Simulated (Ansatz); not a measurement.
Reactions of `O[SiH]1C=C1[SiH3]`.

Isolated molecules relaxed with PBE0-D4/def2-TZVP in Ansatz; ΔE leaves out vibrations. CCSD(T)/CBS is the MP2 limit (def2-TZVPP, def2-QZVPP) plus CCSD(T) − MP2 in def2-TZVPP, frozen cores. This one scheme is used for every species. Functionals use def2-TZVPP. B3LYP here is the variant with VWN-RPA as its local correlation; programs differ in this. Elements past krypton have def2 core potentials. For Br, Sb, Sc, Sn outer-core shells are correlated without core-valence functions, which leaves a few kJ/mol of doubt a bond. Scalar relativity is left out up to krypton. Each species was taken in one conformer, which may not be the lowest.

| reaction | B2PLYP (kJ/mol) | MP2/CBS(def2) (kJ/mol) | B3LYP-D4 (kJ/mol) |
| --- | --- | --- | --- |
| `O[SiH]1C=C1[SiH3]` + `[NH2][SbH][OH]` → `[OH][SbH][NH][SiH3]` + `O[SiH]1C=C1` | -44 | -47 | -43 |
| `O[SiH]1C=C1[SiH3]` + `[OH][Sn][OH]` → `[OH][Sn][O][SiH3]` + `O[SiH]1C=C1` | -91 | -89 | -89 |
| `O[SiH]1C=C1[SiH3]` + H₂S → `O[SiH]1C=C1S` + SiH₄ | 26 | 29 | 24 |
| `O[SiH]1C=C1[SiH3]` + `BNCC=C` → `BN([SiH3])CC=C` + `O[SiH]1C=C1` | -13 | -20 | -14 |
| `O[SiH]1C=C1[SiH3]` + `[OH][Sc]([F])[F]` → `[F][Sc]([F])[O][SiH3]` + `O[SiH]1C=C1` | -94 | -93 | -89 |
| `O[SiH]1C=C1[SiH3]` + `N=CS` → `[SiH3]/N=C\S` + `O[SiH]1C=C1` | -23 | -22 | -24 |
| `O[SiH]1C=C1[SiH3]` + `Br[SiH]1BC1` → `[SiH3][C@H]1B[Si@@H]1Br` + `O[SiH]1C=C1` | 0 | -8 | 1 |

Q: Give the CCSD(T)/CBS values in the same order. (Estimate.)

A: Ansatz gave: -45, -89, 33, -18, -94, -20, -7 kJ/mol.

Largest T1 diagnostic: 0.018, for `[OH][Sn][OH]`.
